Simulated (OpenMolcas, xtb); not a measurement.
**How methods differ on AlGeNH4O (SMILES [NH2][GeH]1[O][AlH]1)**

AlGeNH4O: 8 atoms, total charge 0, spin state singlet. SMILES: `[NH2][GeH]1[O][AlH]1`. The shape is that of a PBE0-D4/def2-TZVP optimisation. This is one conformer, not always the lowest.

```csv
atom,x (Å),y (Å),z (Å)
N,-1.0007,1.3304,0.5144
Ge,0.2391,0.0001,0.6269
O,1.1775,-0.3460,-0.9835
Al,0.4315,-1.8569,-0.7691
H,-0.6626,2.2764,0.6119
H,-1.6821,1.2712,-0.2261
H,1.2379,0.5119,1.6854
H,0.3517,-3.2441,-1.5156
```

Each level gives the dipole moment (D). The values are calculated.

```csv
level,kind,program,value (D),CPU time
GFN1-xTB,semi-empirical,xtb,2.71,under 2 s
HF/6-31G* (spherical functions),Hartree–Fock,OpenMolcas,1.83,17 s
"HF/6-31G* (RICD fitting, Cartesian functions)",Hartree–Fock,OpenMolcas,1.83,4.1 s
SVWN5/6-31G* (spherical functions),LDA,OpenMolcas,1.18,39 s
PBE/6-31G* (spherical functions),GGA,OpenMolcas,1.15,48 s
revPBE/6-31G* (spherical functions),GGA,OpenMolcas,1.15,50 s
M06-L/6-31G* (spherical functions),meta-GGA,OpenMolcas,1.31,60 s
B3LYP/6-31G* (spherical functions),global hybrid,OpenMolcas,1.34,53 s
```

All-electron rows without a relativistic Hamiltonian named are non-relativistic. The values span 1.15 to 2.71 D. Magnitudes only. Times are those of the runs behind each value, whatever else they computed, on shared processors of several kinds: orders of magnitude only.
